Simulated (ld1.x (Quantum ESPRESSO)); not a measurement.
## Which change was made? (Ga, PAW)

```
Element                 : Ga (Z = 31)
Generator               : ld1.x (Quantum ESPRESSO) 7.5
Type                    : PAW
Functional              : PBE
Relativity              : scalar-relativistic
Frozen core             : [Ar]
Valence charge          : 13
Reference configuration : 3d10 4s2 4p1
Partial waves           : 4s (bound): rcut 1.75, rcutus 2.20 bohr; 4s channel at -0.05 Ry: rcut 1.75, rcutus 2.20 bohr; 4p (bound): rcut 1.95, rcutus 2.50 bohr; 4p channel at 1.7 Ry: rcut 1.95, rcutus 2.50 bohr; 3d (bound): rcut 0.75, rcutus 1.00 bohr; 3d channel at -0.55 Ry: rcut 0.75, rcutus 1.00 bohr
Local potential         : all-electron potential smoothed inside 2.15 bohr (lloc = -2)
Core correction         : Bessel-smoothed model core inside 0.75 bohr
Augmentation charge     : BESSEL, radius 0.85 bohr
```

Cutoffs, loose and tight: the cutoffs (Ry, on a coarse ladder) from which the occupation-weighted sum of valence levels, in a spherical-Bessel basis at the reference potential, stays within 10 and 1 mRy of its value at 400 Ry. They do not see the model core or the augmentation charge, which bear on the density cutoff. Test errors are all-electron minus pseudo excitation energies from the reference, over the configurations 3d10 4s2 4p0; 3d10 4s1 4p0; 3d10 4s0 4p0; 3d10 4s2 4p1.3; 3d10 4s1 4p2; 3d10 4s1 4p1; 3d9 4s2 4p1; variants that change the core or the reference have their own tests.

The base gives: outcome: generated; cutoff, loose: 160 Ry; cutoff, tight: 260 Ry; bound ghosts: none; largest test error (meV): -167.

(1) After one change the result is: outcome: generated; cutoff, loose: 80 Ry; cutoff, tight: 110 Ry; bound ghosts: none; largest test error (meV): -134. Which change was it?
A. waves 3d (bound): rcut 0.75, rcutus 1.52 bohr; 3d channel at -0.55 Ry: rcut 0.75, rcutus 1.52 bohr
B. waves 3d (bound): rcut 0.74, rcutus 0.78 bohr; 3d channel at -0.55 Ry: rcut 0.74, rcutus 0.78 bohr
C. waves 3d (bound): rcut 0.75, rcutus 1.18 bohr; 3d channel at -0.55 Ry: rcut 0.75, rcutus 1.18 bohr
D. waves 3d (bound): rcut 0.75, rcutus 1.34 bohr; 3d channel at -0.55 Ry: rcut 0.75, rcutus 1.34 bohr

## Answers

(1) D. The others give: waves 3d (bound): rcut 0.75, rcutus 1.18 bohr; 3d channel at -0.55 Ry: rcut 0.75, rcutus 1.18 bohr → outcome: generated; cutoff, loose: 110 Ry; cutoff, tight: 180 Ry; bound ghosts: none; largest test error (meV): -156 | waves 3d (bound): rcut 0.75, rcutus 1.52 bohr; 3d channel at -0.55 Ry: rcut 0.75, rcutus 1.52 bohr → outcome: generated; cutoff, loose: 50 Ry; cutoff, tight: 80 Ry; bound ghosts: none; largest test error (meV): -56 | waves 3d (bound): rcut 0.74, rcutus 0.78 bohr; 3d channel at -0.55 Ry: rcut 0.74, rcutus 0.78 bohr → outcome: generated; cutoff, loose: 260 Ry; cutoff, tight: over 300 Ry; bound ghosts: none; largest test error (meV): -174.
